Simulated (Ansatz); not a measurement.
`[CH3][Ti]([CH3])([F])[F]`, relaxed with RKS PBE0-D4/def2-TZVP in the Gaussian-basis code of Ansatz from a PBE-D4/def2-SVP geometry. The force threshold is 0.005 eV/Å; the program also tests the step.

The species carries charge 0 and has multiplicity 1.

Start:

```xyz
11

C     1.461   -0.796   -0.288
Ti   -0.154   -0.169    0.823
C    -1.323    0.949   -0.451
F    -1.062   -1.573    1.344
F     0.414    0.857    2.124
H     1.094   -1.386   -1.156
H     2.016    0.095   -0.652
H     2.143   -1.429    0.321
H    -2.238    1.313    0.064
H    -1.618    0.316   -1.317
H    -0.733    1.820   -0.811
```

Problem. By how much does the energy fall, and how many steps does the optimiser take? (Best estimate.)

Solution. The calculation gave: 3.24 kJ/mol, in 3 steps.

Problem. Which bonds change most? (An estimate is asked.)

Solution. Computed: C3–H11 from 1.112 to 1.094 Å; C1–H7 from 1.112 to 1.094 Å; C3–H10 from 1.112 to 1.094 Å; C1–H6 from 1.112 to 1.094 Å.

Problem. Give the relaxed structure. (An estimate is asked.)

Solution. Ansatz gave: 
```xyz
11

C     1.448   -0.786   -0.290
Ti   -0.156   -0.172    0.825
C    -1.307    0.941   -0.451
F    -1.072   -1.587    1.318
F     0.424    0.873    2.113
H     1.097   -1.378   -1.142
H     1.999    0.087   -0.654
H     2.113   -1.400    0.324
H    -2.200    1.299    0.071
H    -1.614    0.323   -1.302
H    -0.733    1.800   -0.811
```
